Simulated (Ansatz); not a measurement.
**Two structures, one formula**

The two ends of one reaction step of GaH$_{5}$O$_{3}$, closed shell (PBE0-D4/def2-TZVP).

A:

```
9
angstrom
Ga -0.4030 -0.0740 0.5408
O 0.3843 1.0695 -1.1106
O 1.3665 -0.4846 0.7295
O -1.2680 -1.4663 -0.1922
H 0.4153 2.0226 -0.9807
H -1.0736 1.0413 1.3968
H 1.2638 0.7153 -0.8735
H 1.5380 -1.4256 0.6584
H -2.2233 -1.3984 -0.1687
```

B:

Ga1  (0.186, -0.468, -0.288)
O2  (0.369, 0.638, -1.666)
O3  (1.565, -0.782, 0.784)
O4  (-1.351, -1.315, -0.019)
H5  (-0.617, 1.911, 0.749)
H6  (-0.757, 1.540, 1.385)
H7  (1.257, 0.993, -1.748)
H8  (1.371, -1.424, 1.470)
H9  (-2.024, -1.093, -0.666)
(Å)

Program: Ansatz 0.2.0. Basis: def2-TZVPP. Cores are frozen in the correlated methods. Filled d shells of the heavier atoms are correlated. The def2 sets are not built for correlating such inner shells, so the correlated values are less sure here. B3LYP uses VWN-RPA correlation.

(1) Which structure is lower at CCSD(T), and by how much? (To be estimated.)

The T1 diagnostic stays at or below 0.014.

Answers

(1) The calculation gives: A, by 0.268 eV (electronic energy, against the other). By their contacts, A is GaH₅O₃ ([OH][GaH]([OH])[OH2]) and B is a complex of GaH₃O₃ ([OH][Ga]([OH])[OH]) + H₂.

All methods give the same order:

| method | E(B) − E(A) (eV) |
| --- | --- |
| SPW92 | 0.569 |
| PBE-D4 | 0.297 |
| BLYP-D4 | 0.198 |
| r2SCAN-D4 | 0.305 |
| B97M-V | 0.385 |
| PBE0-D4 | 0.354 |
| B3LYP-D4 | 0.267 |
| r2SCAN0-D4 | 0.354 |
| BHLYP-D4 | 0.329 |
| CAM-B3LYP-D4 | 0.330 |
| wB97X-V | 0.298 |
| wB97M-V | 0.343 |
| B2PLYP | 0.236 |
| PBE-QIDH | 0.324 |
| RPA on PBE | 0.235 |
| HF | 0.248 |
| MP2 | 0.207 |
| CCSD | 0.280 |
| CCSD(T) | 0.268 |

Labels in which every atom is bracketed show which atoms are joined, not bond orders.

For scale, one of the runs: CCSD(T)/def2-TZVPP, 211 basis functions, launched by `ansatz run in.yaml --threads 4 --pin off --events-out ev --progress --plain --max-ram 9574MiB`. Hardware: 4 CPU threads of an Arm Neoverse V2, shared host. Wall time 85 s; peak host memory 3.2 GiB.
